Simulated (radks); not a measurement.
Task: Ag11+, configuration [Kr]. All-electron calculation, scalar-relativistic Kohn-Sham, exchange-only LDA, spin-polarised, spherical densities, point nucleus. Program: a radial shooting solver on a logarithmic mesh with Libxc functionals. Some entries of the table are withheld. Estimate them.

orbital  occ.  eigenvalue (eV)  <r^2> (bohr^2)  r(max) (bohr)
1s          2        -25527.02        0.001311        0.02018
2s          2        -3956.818             (1)         0.1141
2p          6        -3575.133         0.01692        0.09117
3s          2        -906.6713             (2)         0.3324
3p          6        -781.3285          0.1558         0.3252
3d         10        -583.9915             (3)         0.2721
4s          2        -299.4856          0.8088            (4)
4p          6        -259.3314          0.9039         0.8329

Result: 
(1) 2s <r^2> (bohr^2): 0.02149
(2) 3s <r^2> (bohr^2): 0.1548
(3) 3d <r^2> (bohr^2): 0.1400
(4) 4s r(max) (bohr): 0.7955
